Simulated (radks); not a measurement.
Isoelectronic series with 2 electrons, all held in the configuration [He], which need not be the ground one along the series. Calculated with a radial shooting solver on a logarithmic mesh with Libxc functionals: scalar-relativistic Kohn-Sham, LDA (Slater exchange, Perdew-Wang correlation), spin-polarised, spherical densities, finite nucleus; Fermi nuclear charge, rms radius of each element as measured or else 0.836 A^(1/3) + 0.57 fm. Total energies (hartree) and mean radii <r> (bohr):

[
 {"ion": "He", "E (hartree)": "-2.83459", "1s": "0.9593"},
 {"ion": "Be2+", "E (hartree)": "-13.44656", "1s": "0.4207"},
 {"ion": "C4+", "E (hartree)": "-32.05312", "1s": "0.2694"},
 {"ion": "O6+", "E (hartree)": "-58.67502", "1s": "0.1981"},
 {"ion": "Ne8+", "E (hartree)": "-93.33237", "1s": "0.1566"},
 {"ion": "Mg10+", "E (hartree)": "-136.04900", "1s": "0.1294"},
 {"ion": "Si12+", "E (hartree)": "-186.85349", "1s": "0.1102"},
 {"ion": "S14+", "E (hartree)": "-245.77953", "1s": "0.09596"},
 {"ion": "Ar16+", "E (hartree)": "-312.86616", "1s": "0.08493"},
 {"ion": "Ca18+", "E (hartree)": "-388.15806", "1s": "0.07615"},
 {"ion": "Ti20+", "E (hartree)": "-471.70551", "1s": "0.06898"},
 {"ion": "Cr22+", "E (hartree)": "-563.56487", "1s": "0.06302"},
 {"ion": "Fe24+", "E (hartree)": "-663.79841", "1s": "0.05799"},
 {"ion": "Ni26+", "E (hartree)": "-772.47504", "1s": "0.05367"}
]
